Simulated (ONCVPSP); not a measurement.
**What the settings do to the ONCV potential of nitrogen**

Base potential:

```
Element                 : N (Z = 7)
Generator               : ONCVPSP 4.0.1
Type                    : optimised norm-conserving Vanderbilt (ONCV)
Functional              : PBEsol
Relativity              : scalar-relativistic
Frozen core             : [He]
Valence charge          : 5
Reference configuration : 2s2 2p2.5 (charge +0.5)
Partial waves           : 2s: rc 0.90 bohr, ncon 4, nbas 8, qcut 8.7 1/bohr, local; 2p: rc 1.75 bohr, ncon 4, nbas 7, qcut 8.6 1/bohr, 2 projectors, debl 3.2 Ha; d scattering state at 0.08 Ha: rc 1.50 bohr, ncon 4, nbas 9, qcut 6.3 1/bohr, 1 projector
Local potential         : the s channel
Core correction         : none
```

Cutoffs, loose and tight: the cutoffs (Ha) at which the residual kinetic energy of the hardest occupied pseudo-wave falls to 1 and 0.1 mHa per electron. They do not see the model core or the augmentation charge, which bear on the density cutoff. Test errors are all-electron minus pseudo excitation energies from the reference, over the configurations 2s2 2p3; 2s2 2p2; 2s2 2p1; 2s1 2p0. A dash means not determined; rows that change the core or the reference have their own tests.

| change | outcome | cutoff, loose | cutoff, tight | bound ghosts | GHOST(+) flags above zero | largest test error (meV) |
| --- | --- | --- | --- | --- | --- | --- |
| base | generated | 30 Ha | 40 Ha | none | none | +1377 |
| all radii scaled by about 0.87 (s 0.78, p 1.52, d 1.30 bohr) | generated | 30 Ha | 46 Ha | none | none | +1012 |
| all radii scaled by about 0.93 (s 0.84, p 1.64, d 1.40 bohr) | generated | 31 Ha | 39 Ha | none | none | +1189 |
| all radii scaled by about 1.05 (s 0.94, p 1.84, d 1.58 bohr) | generated | 30 Ha | 39 Ha | none | none | +1524 |
| all radii scaled by about 1.11 (s 1.00, p 1.94, d 1.66 bohr) | generated | 29 Ha | 37 Ha | none | none | +1709 |
| all radii scaled by about 1.18 (s 1.06, p 2.06, d 1.78 bohr) | generated | 28 Ha | 35 Ha | none | none | +2027 |
| all radii scaled by about 1.27 (s 1.14, p 2.22, d 1.90 bohr) | generated | 27 Ha | 33 Ha | none | none | +2308 |

What comes out with this change to the base: all radii scaled by about 0.78 (s 0.70, p 1.36, d 1.18 bohr)?

outcome: generated; cutoff, loose: 103 Ha; cutoff, tight: 342 Ha; bound ghosts: none; GHOST(+) flags above zero: none; largest test error (meV): +825.

What comes out with this change to the base: all radii scaled by about 1.33 (s 1.20, p 2.32, d 1.98 bohr)?

outcome: generated; cutoff, loose: 25 Ha; cutoff, tight: 32 Ha; bound ghosts: none; GHOST(+) flags above zero: none; largest test error (meV): +2776.

Reading the sweep of the scale of all radii (base = 1) (base included, trends over the rows without a ghost): The loose cutoff falls from 103 Ha at 0.78 to 25 Ha at 1.33. A larger radius leaves more room for a smooth pseudo-wave, so fewer plane waves are needed; a smaller one forces it to follow the all-electron wave where it bends sharply. The median size of the test errors (rows with all tests solved) rises from 41.3 meV at 0.78 to 203.8 meV at 1.33. More of the atom is replaced by a form fitted at one configuration, so other configurations suffer as the radius grows.
